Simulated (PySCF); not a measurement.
Compound: 3,4-ethylenedioxythiophene, C6H6O2S.
Structure used (PBE0-D3(BJ)/def2-SVP), in Å, numbered top down from 1:
```
atom  x, y, z in Å
C1     2.2037   -1.5318   -0.1385
S2     3.3684   -0.2722   -0.0150
C3     2.1587    0.9458    0.0917
C4     0.9046    0.3990    0.0363
C5     0.9307   -1.0289   -0.1025
O6    -0.2019   -1.7659   -0.1807
C7    -1.3409   -0.9825   -0.4729
C8    -1.3686    0.2722    0.3745
O9    -0.2543    1.0954    0.0966
H10    2.4981   -2.5739   -0.2371
H11    2.4148    1.9976    0.1952
H12   -1.3460   -0.7072   -1.5440
H13   -2.2207   -1.6080   -0.2678
H14   -2.2673    0.8662    0.1580
H15   -1.3777   -0.0032    1.4456
```

The calculation used PySCF, PBE0-D3(BJ)/def2-SVP geometry optimisation, gas phase.

Take the most abundant isotopes and a rigid rotor. The values belong to one conformer with, in the numbering `[cH:1]1[s:2][cH:3][c:4]2[c:5]1[O:6][CH2:7][CH2:8][O:9]2`, C4–C5–O6–C7 16°, C5–O6–C7–C8 -45°, O6–C7–C8–O9 63°, C7–C8–O9–C4 -45°.

**Question.** What are A, B and C (cm⁻¹)?

**Answer.** Ia = 147.94, Ib = 438.18, Ic = 572.10 u·Å²; 505379 MHz·u·Å²/I gives 3416, 1153 and 883.4 MHz, that is A = 0.11395, B = 0.03847, C = 0.02947 cm⁻¹.

**Question.** What kind of rotor is it?

**Answer.** An asymmetric top; Ray's κ = -0.787.

**Question.** Is it planar, by Δ = Ic − Ia − Ib?

**Answer.** Not planar: Δ = Ic − Ia − Ib = -14.03 u·Å². For a rigid frame Δ = −2 Σ m c², so Σ m c² = 7.01 u·Å² lies off the ab plane: 4.13 from hydrogen and 2.89 from heavier atoms. The atom farthest from that plane is 1.43 Å away.

**Question.** Give the other two planar moments, Paa and Pbb, and the rms extents of the mass along the axes.

**Answer.** Paa = Σ m a² = (Ib + Ic − Ia)/2 = 431.17 and Pbb = Σ m b² = (Ia + Ic − Ib)/2 = 140.93 u·Å². With the mass M = 142.01 u, the rms extents √(P/M) along a, b and c are 1.74, 1.00, 0.22 Å.

**Question.** List the rotational levels J(Ka,Kc) to J = 5 (cm⁻¹).

**Answer.** Above 0(0,0):
J = 1: 1(0,1) 0.0679, 1(1,1) 0.1434, 1(1,0) 0.1524
J = 2: 2(0,2) 0.2031, 2(1,2) 0.2703, 2(1,1) 0.2973, 2(2,1) 0.5237, 2(2,0) 0.5245
J = 3: 3(0,3) 0.4039, 3(1,3) 0.4601, 3(1,2) 0.5141, 3(2,2) 0.7275, 3(2,1) 0.7313, 3(3,1) 1.1279, 3(3,0) 1.1279
J = 4: 4(0,4) 0.6683, 4(1,4) 0.7125, 4(1,3) 0.8022, 4(2,3) 0.9987, 4(2,2) 1.0097, 4(3,2) 1.4010, 4(3,1) 1.4013, 4(4,1) 1.9596, 4(4,0) 1.9596
J = 5: 5(0,5) 0.9943, 5(1,5) 1.0267, 5(1,4) 1.1607, 5(2,4) 1.3367, 5(2,3) 1.3615, 5(3,3) 1.7429, 5(3,2) 1.7440, 5(4,2) 2.3010, 5(4,1) 2.3010, 5(5,1) 3.0192, 5(5,0) 3.0192
Those of J = 1 are B + C, A + C and A + B.

**Question.** Predict some low-J microwave lines.

**Answer.** The dipole components are |μa| = 2.12 D, |μb| = 0.00 D, |μc| = 0.00 D; the symmetry axis of this C2 structure is a, so μb and μc vanish by symmetry and there are no b-type or c-type lines. Some lines, for components of 0.1 D or more:

```json
{"type": "a", "branch": "Q", "J(Ka,Kc)": "2(1,1) ← 2(1,2)", "MHz": "810", "lower level (cm⁻¹)": "0.270"}
{"type": "a", "branch": "Q", "J(Ka,Kc)": "3(1,2) ← 3(1,3)", "MHz": "1619", "lower level (cm⁻¹)": "0.460"}
{"type": "a", "branch": "R", "J(Ka,Kc)": "2(1,2) ← 1(1,1)", "MHz": "3803", "lower level (cm⁻¹)": "0.143"}
{"type": "a", "branch": "Q", "J(Ka,Kc)": "5(1,4) ← 5(1,5)", "MHz": "4016", "lower level (cm⁻¹)": "1.027"}
{"type": "a", "branch": "R", "J(Ka,Kc)": "2(0,2) ← 1(0,1)", "MHz": "4051", "lower level (cm⁻¹)": "0.068"}
{"type": "a", "branch": "R", "J(Ka,Kc)": "3(1,3) ← 2(1,2)", "MHz": "5692", "lower level (cm⁻¹)": "0.270"}
{"type": "a", "branch": "R", "J(Ka,Kc)": "3(1,2) ← 2(1,1)", "MHz": "6500", "lower level (cm⁻¹)": "0.297"}
{"type": "a", "branch": "R", "J(Ka,Kc)": "4(1,4) ← 3(1,3)", "MHz": "7565", "lower level (cm⁻¹)": "0.460"}
{"type": "a", "branch": "R", "J(Ka,Kc)": "4(0,4) ← 3(0,3)", "MHz": "7929", "lower level (cm⁻¹)": "0.404"}
{"type": "a", "branch": "R", "J(Ka,Kc)": "4(2,3) ← 3(2,2)", "MHz": "8129", "lower level (cm⁻¹)": "0.728"}
{"type": "a", "branch": "R", "J(Ka,Kc)": "4(3,2) ← 3(3,1)", "MHz": "8189", "lower level (cm⁻¹)": "1.128"}
{"type": "a", "branch": "R", "J(Ka,Kc)": "4(3,1) ← 3(3,0)", "MHz": "8196", "lower level (cm⁻¹)": "1.128"}
{"type": "a", "branch": "R", "J(Ka,Kc)": "4(2,2) ← 3(2,1)", "MHz": "8348", "lower level (cm⁻¹)": "0.731"}
{"type": "a", "branch": "R", "J(Ka,Kc)": "4(1,3) ← 3(1,2)", "MHz": "8638", "lower level (cm⁻¹)": "0.514"}
{"type": "a", "branch": "R", "J(Ka,Kc)": "5(1,5) ← 4(1,4)", "MHz": "9421", "lower level (cm⁻¹)": "0.712"}
{"type": "a", "branch": "R", "J(Ka,Kc)": "5(0,5) ← 4(0,4)", "MHz": "9771", "lower level (cm⁻¹)": "0.668"}
{"type": "a", "branch": "R", "J(Ka,Kc)": "5(2,4) ← 4(2,3)", "MHz": "10133", "lower level (cm⁻¹)": "0.999"}
{"type": "a", "branch": "R", "J(Ka,Kc)": "5(4,2) ← 4(4,1)", "MHz": "10234", "lower level (cm⁻¹)": "1.960"}
{"type": "a", "branch": "R", "J(Ka,Kc)": "5(4,1) ← 4(4,0)", "MHz": "10235", "lower level (cm⁻¹)": "1.960"}
{"type": "a", "branch": "R", "J(Ka,Kc)": "5(3,2) ← 4(3,1)", "MHz": "10275", "lower level (cm⁻¹)": "1.401"}
```

Whether it is a minimum is left open (no frequencies). Constants of a rigid frame at the computed geometry: no zero-point averaging, no centrifugal distortion.

Time: 43 s of wall time. Hardware: an x86-64 server with one thread, on a shared host. These figures are those of the optimisation.
